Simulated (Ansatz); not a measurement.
Computed with Ansatz on PBE0-D4/def2-TZVP structures; ΔE is electronic, products minus reactants. CCSD(T)/CBS is the MP2 limit (def2-TZVPP, def2-QZVPP) plus CCSD(T) − MP2 in def2-TZVPP, frozen cores. DFT in def2-TZVPP. B3LYP here is the variant with VWN-RPA as its local correlation; programs differ in this. Elements past krypton have def2 core potentials. For Y outer-core shells are correlated without core-valence functions, which leaves a few kJ/mol of doubt a bond.

Consider the formal exchange of groups at a Y–C bond: `[CH3][Y]([CH3])[Cl]` + `FC1=CN1` → `[CH3][Y]([F])[Cl]` + `CC1=CN1`.

(1) Is it downhill or uphill in electronic energy at CCSD(T)/CBS, and by how much? (Estimate.)

(2) What do these levels give: BLYP-D4, B3LYP-D4, r2SCANh-D4, PBE, BLYP, r2SCAN, B3LYP, r2SCANh, LC-ωPBE, CCSD(T)/def2-TZVPP, HF/CBS(def2), CCSD/CBS(def2)? (An estimate is asked.)

Largest T1 diagnostic among the species: 0.013.

## Answers

(1) Ansatz gave: Downhill: ΔE = -340.9 kJ/mol.

(2) Computed: BLYP-D4 -327.6, B3LYP-D4 -332.8, r2SCANh-D4 -329.8, PBE -320.6, BLYP -325.7, r2SCAN -328.2, B3LYP -331.7, r2SCANh -329.8, LC-ωPBE -343.8, CCSD(T)/def2-TZVPP -330.3, HF/CBS(def2) -350.7, CCSD/CBS(def2) -344.1 kJ/mol.

In def2-TZVPP, CCSD(T) changes the Hartree–Fock value by +15.3 kJ/mol (the triples alone add +3.2 kJ/mol) and MP2 by +4.6 kJ/mol. At CCSD(T), def2-SVP lies −10.0 kJ/mol from the extrapolated value and def2-TZVPP +10.6 kJ/mol. From BLYP to BHLYP (50 % exact exchange), in def2-TZVPP and without D4, ΔE moves by −15.1 kJ/mol.
